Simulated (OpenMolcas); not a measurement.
Lines of O+: computed and rescaled rates

```yaml
Program: OpenMolcas
Method: "SS-RASPT2, IPEA 0.25 Eh, imaginary shift 0.1 Eh (closed shells correlated: 1s)"
Basis: ANO-RCC-VTZP [4s3p2d1f]
Scalar_Hamiltonian: DKH2, point nucleus
Active_space: 5 electrons in 9 orbitals (RAS2 2s 2p; RAS3 3d, at most 2 electrons)
State_averaging: 2S+1 = 4 odd, 1 root; 2S+1 = 2 odd, 8 roots; 2S+1 = 4 even, 3 roots; 2S+1 = 2 even, 9 roots
Spin-orbit_coupling: RASSI with atomic mean-field integrals over the reference wave functions, term energies averaged over their components
```

Rates come from the transition moments of the reference wave functions (E1 and E2 in the length form). At fixed line strength A goes as λ^-3 for E1 and M1 and as λ^-5 for E2, so a rate at the computed wavelength can be rescaled to the measured one. Measured vacuum wavelengths follow from level energies in NIST Handbook of Basic Atomic Spectroscopic Data. Branching counts decays inside the model space alone, at computed energies, and the table is only a selection of the E2 and M1 lines, drawn from those between levels with measured partners whose computed energy lies within a factor of 1.5 of the measured one.

```tsv
Upper	Lower	Type	λ computed (nm)	λ measured (nm)	A computed (s-1)	A rescaled (s-1)	Branching %
2s² 2p³ ²P°_3/2	2s² 2p³ ²D°_5/2	E2	713.7	732.2	1.10e-01	9.68e-02	45.5
2s² 2p³ ²P°_1/2	2s² 2p³ ²D°_3/2	E2	713.4	733.2	9.50e-02	8.28e-02	49.4
2s² 2p³ ²P°_1/2	2s² 2p³ ²D°_5/2	E2	713.5	732.1	6.32e-02	5.56e-02	32.9
2s² 2p³ ²P°_3/2	2s² 2p³ ⁴S°_3/2	M1	240.3	247.1	6.05e-02		24.9
2s² 2p³ ²P°_3/2	2s² 2p³ ²D°_3/2	E2	713.6	733.3	4.73e-02	4.13e-02	19.5
2s² 2p³ ²P°_1/2	2s² 2p³ ⁴S°_3/2	M1	240.3	247.1	2.42e-02		12.6
2s² 2p³ ²P°_3/2	2s² 2p³ ²D°_3/2	M1	713.6	733.3	1.58e-02		6.5
2s² 2p³ ²P°_1/2	2s² 2p³ ²D°_3/2	M1	713.4	733.2	9.88e-03		5.1
2s² 2p³ ²P°_3/2	2s² 2p³ ²D°_5/2	M1	713.7	732.2	8.88e-03		3.7
2s² 2p³ ²D°_5/2	2s² 2p³ ⁴S°_3/2	E2	362.3	373	4.06e-05		99.5
2s² 2p³ ²D°_3/2	2s² 2p³ ⁴S°_3/2	E2	362.3	372.7	2.61e-05		67.0
2s² 2p³ ²D°_3/2	2s² 2p³ ⁴S°_3/2	M1	362.3	372.7	1.28e-05		33.0
```

Spin-changing lines and M1 lines between different terms are not rescaled, since their strength hangs on the term gaps too.

The largest correction is for 2s² 2p³ ²P°_1/2 → 2s² 2p³ ²D°_3/2 (E2): 9.50e-02 × (713.4 / 733.2)^5 = 8.28e-02 s-1, a factor of 0.87.

The computed order of these levels differs from the measured one in 1 place, and where term gaps are wrong the rates of spin-changing lines can be off by large factors.

No measured rate stands beside these. Rescaling mends the energy factor alone: line strengths can still be far off where a level mixes with configurations outside the active space, and weak or spin-changing lines hang on small mixing coefficients that depend on the term gaps too, so rescaling need not improve them.

Active for correlation alone: 3d; no level in the range computed is led by a configuration that fills it, so any true level of that kind is missing. Measured partners are found by configuration, term and J. A level has none where our copy of the source lacks it or the pairing is in doubt (some pairs that miss far off the trend of their configuration count as doubtful). Only configurations of the active space appear.

° marks odd parity.
